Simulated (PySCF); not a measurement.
## Ionisation energy of Br³⁴⁺ by level of theory

Br³⁴⁺ 1s1 [1s1/2^1, M_J = 1/2] → Br³⁵⁺ (bare nucleus), as a difference of total energies. All numbers are calculated (PySCF 2.14, the two-component X2C-1e Hamiltonian, in an uncontracted even-tempered set (15 s from 56 bohr⁻², ratio 2.4; 10 p from 73 bohr⁻², ratio 2.4; 3 d from 220 bohr⁻², ratio 2.6; 3 f from 330 bohr⁻², ratio 2.6)). "Screened" scales the spin-orbit matrix elements by Boettger's factors to mimic the two-electron term; Breit and QED terms are absent.

| method | ionisation energy (eV) | difference from reference (eV) |
| --- | --- | --- |
| GHF (screened spin-orbit) | 16947.7 | +10.6 |
| GHF (bare spin-orbit) | 16947.7 | +10.6 |

Reference: 16937.1 eV (theoretical estimate listed by NIST; NIST Atomic Spectra Database, ionization energies).

For one electron Hartree-Fock is exact for this Hamiltonian up to the basis; QED and nuclear recoil make up the gap, and the density functionals add self-interaction.
